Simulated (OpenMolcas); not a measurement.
Cu4+ (d7) among equal point charges was computed by CASSCF with the d shell active (OpenMolcas, ANO-RCC-VDZP on the metal). Its lowest spin-free states, and all those of the highest spin:

```
2S+1  Degeneracy  E (cm-1)
   4           1       0.0
   4           2     488.8
   4           1      1363
   4           1      2454
   4           2      2922
   4           2     23817
   2           1     24471
   2           1     24550
   2           2     25083
   2           1     25538
   2           1     25879
   2           2     26104
   4           1     29656
```

Task: Is the site octahedral, tetrahedral or cube-like, axial, or of lower symmetry?

Result: The states with 2S+1 = 4 have orbital degeneracies 1, 2, 1, 1, 2, 2, 1. There are pairs but no triples, so the site is axial: not cubic, but with a proper or improper axis of order three or more. The run had Cu4+ among 4 point charges of -1.5 e arranged as a square (D4h), 2.12 Å from the ion.

Spin-orbit coupling mixes the spin-free states strongly: the lowest level takes only 58 % from its leading state, 4A2. Without dynamic correlation the repulsion within the d shell is too large (B by tens of per cent), so at a given field states of lower spin stand too high. Point charges give a weaker field than real ligands, and real ions of this kind are often low spin; the high spin found here belongs to the model. The ground term spreads over less than 5000 cm-1, several times less than with real ligands, so orbital moments are less quenched and χT lies further from the spin-only value than at real sites. This is an electrostatic model: the charges have no orbitals. No measured value stands beside these numbers.
